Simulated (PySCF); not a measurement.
**ZrF₂ + NH₃ → HZrN + 2 HF**

Level: PBE0 in the def2-TZVP basis family, computed in PySCF with density fitting; scalar-relativistic core potentials for atoms from Rb on, none lighter, no spin–orbit coupling; open shells unrestricted.

```csv
species,state and structure,E (Eh),ZPE (kJ/mol),H(298 K) − H(0) (kJ/mol),S° (J/(mol K))
ZrF₂,"triplet, C2v, Zr–F 1.915 Å (×2); F–Zr–F 141.0°",-246.71412,8.4,12.5,288.0
NH₃,"singlet, C3v, N–H 1.013 Å (×3); H–N–H 107.1° (×3)",-56.51312,90.6,10.0,192.4
HZrN,"singlet, Cs, Zr–H 1.897 Å, Zr–N 1.691 Å; H–Zr–N 106.2°",-102.24341,18.5,10.6,253.6
HF,"singlet, C∞v, H–F 0.920 Å",-100.39188,24.9,8.7,173.6
```

What is the electronic reaction energy?

At PBE0/def2-TZVP, ΔE = 525.3 kJ/mol from the differences of the total energies times 2625.5, uphill. 

Add zero-point, thermal and entropy terms for 298.15 K and 1 bar.

ΔZPE = -30.7 and Δ[H(298) − H(0)] = 5.5 kJ/mol give ΔH° = 500.1 kJ/mol. ΔS° = 120.4 J/(mol K), so ΔG° = 500.1 − 298.15 × (0.1204) = 464 kJ/mol.

Open d or f shells are single determinants, so the state found may not be the ground state. Each species is the lowest minimum found with this bonding; other isomers or fragments can lie lower.
